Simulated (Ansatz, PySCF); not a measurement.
Molecule: GeF₂, charge 0, multiplicity 3. This is an excited triplet: at this geometry the singlet lies 3.30 eV lower at RI-MP2/CBS(aug-cc-pVTZ,aug-cc-pVQZ)+[CCSD(T)-MP2]/aug-cc-pVTZ. SMILES: [F][Ge][F]
Geometry from a B3LYP-D3(BJ)/def2-TZVP (Ansatz, a quantum-chemistry and plane-wave program) optimisation:
```xyz
3

Ge     0.0018    -0.0023     0.3428
F      0.7118     1.2940    -0.6045
F     -0.7182    -1.2858    -0.6143
```
Charge 0, spin multiplicity 3.

Wanted: vertical singlet-triplet gap (E(singlet) - E(triplet); the singlet is one closed-shell determinant, which may describe it poorly; each state is the SCF solution reached for its spin), in kJ/mol. Correlated levels leave the core frozen unless marked. Open shells are spin-unrestricted. Spin-orbit coupling is left out. Frozen are the shells of the preceding noble gas and the d and f shells that filled before the atom's block. No relativistic terms. CBS marks a two-point X^-3 extrapolation of the correlation energy; Hartree-Fock from the larger set. [CCSD(T)-MP2]/basis is that difference in the basis named.

RI-MP2/CBS(aug-cc-pVTZ,aug-cc-pVQZ)+[CCSD(T)-MP2]/aug-cc-pVTZ (Ansatz) gives -318.4 kJ/mol.

Q: Another calculation gave -337.9 kJ/mol. Which level was it?
(A) M06-2X/def2-TZVPD (PySCF)
(B) PBE/def2-TZVPD (Ansatz)
(C) PBE0/def2-TZVPD (Ansatz)
(D) wB97M-V/def2-TZVPD (Ansatz)

A: D, wB97M-V/def2-TZVPD (Ansatz). The others give -324.5 (PBE), -302.2 (M06-2X), -312.9 (PBE0) kJ/mol.
